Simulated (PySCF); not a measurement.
# Radial density of F²⁺ (fluorine, charge +2)

M06-2X, [He] 2s2 2p3, high-spin 4S determinant. All numbers are calculated (PySCF 2.14, the spin-free X2C one-electron Hamiltonian (Gaussian nucleus), in aug-cc-pCVQZ-DK).

| r (bohr) | 4πr²ρ (e/bohr) | 4πr²(ρα − ρβ) |
| --- | --- | --- |
| 0.00279 | 0.04615 | 0.0000 |
| 0.00469 | 0.1229 | 0.0000 |
| 0.00790 | 0.3222 | 0.0001 |
| 0.0133 | 0.8157 | 0.0003 |
| 0.0223 | 1.941 | 0.0010 |
| 0.0376 | 4.141 | 0.0042 |
| 0.0632 | 7.365 | 0.0204 |
| 0.106 | 9.695 | 0.1026 |
| 0.179 | 7.946 | 0.4423 |
| 0.301 | 4.213 | 1.4677 |
| 0.506 | 4.727 | 2.9762 |
| 0.851 | 4.956 | 2.7814 |
| 1.43 | 1.567 | 0.8591 |
| 2.41 | 0.08049 | 0.0470 |
| 4.05 | 0.0004121 | 0.0004 |

Densities and radii are taken from the X2C orbitals without a picture-change correction, which distorts them close to the nucleus.
